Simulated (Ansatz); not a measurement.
Reaction (hydrogenolysis of the Si–C bond): `C[Si](O)(O)[SiH3]` + H₂ → `O[SiH](O)[SiH3]` + CH₄

Computed with Ansatz on PBE0-D4/def2-TZVP structures; ΔE is electronic, products minus reactants. CCSD(T)/CBS is the MP2 limit (def2-TZVPP, def2-QZVPP) plus CCSD(T) − MP2 in def2-TZVPP, frozen cores. This one scheme is used for every species. DFT in def2-TZVPP. B3LYP here is the variant with VWN-RPA as its local correlation; programs differ in this. One conformer a species, not always the lowest.

| level | ΔE (kJ/mol) |
| --- | --- |
| revPBE-D4 | -8.7 |
| B3LYP | -28.9 |
| HF/def2-SVP | -45.2 |
| MP2/CBS(def2) | -11.2 |

Problem. What does CCSD(T)/CBS give? (An estimate is asked.)

Solution. The calculation gave: -15.7 kJ/mol. The listed levels differ from it by 7.0, -13.2, -29.5, 4.5 kJ/mol.

Largest T1 diagnostic among the species: 0.013.

In def2-TZVPP, CCSD(T) changes the Hartree–Fock value by +23.2 kJ/mol (the triples alone add +4.2 kJ/mol) and MP2 by +27.7 kJ/mol. At CCSD(T), def2-SVP lies −12.8 kJ/mol from the extrapolated value and def2-TZVPP −2.0 kJ/mol. Leaving LDA and LC-ωPBE aside and taking each functional with its dispersion term where it has one, the values, not all of them listed here, spread over 14.8 kJ/mol, from B2PLYP to revPBE-D4. LDA lies +8.3 kJ/mol from PBE without D4.

CCSD(T)/CBS has its own doubt, a few kJ/mol and more with outer-core shells, so smaller differences from it don't rank the levels.
